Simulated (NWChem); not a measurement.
Correlation energy of H2Ge

```xyz
3

Ge     0.0000     0.0000     0.0664
H     -1.1425     0.0000    -1.0616
H      1.1425     0.0000    -1.0616
```
Charge 0, spin multiplicity 1.

All runs are NWChem calculations. Structure: optimised with B3LYP/def2-SVP, a minimum by its harmonic frequencies.

Basis set: 6-31G*. Each correlation energy counts from its own Hartree-Fock reference.

The Hamiltonian is non-relativistic. The correlated methods keep 9 core orbitals frozen. The Pople sets run with spherical d functions. The structure started from a generated list of species. Coupled-cluster values serve here as a point of comparison, not as the truth.

### Question
Order these methods by the correlation energy they give, lowest first: MP2, CR-CCSD(T), CCSD+T(CCSD), CCSD, SCS-MP2.

### Answer
CCSD+T(CCSD) (-246.7 mHa), CR-CCSD(T) (-245.5 mHa), CCSD (-241.9 mHa), MP2 (-232.9 mHa), SCS-MP2 (-220.3 mHa)
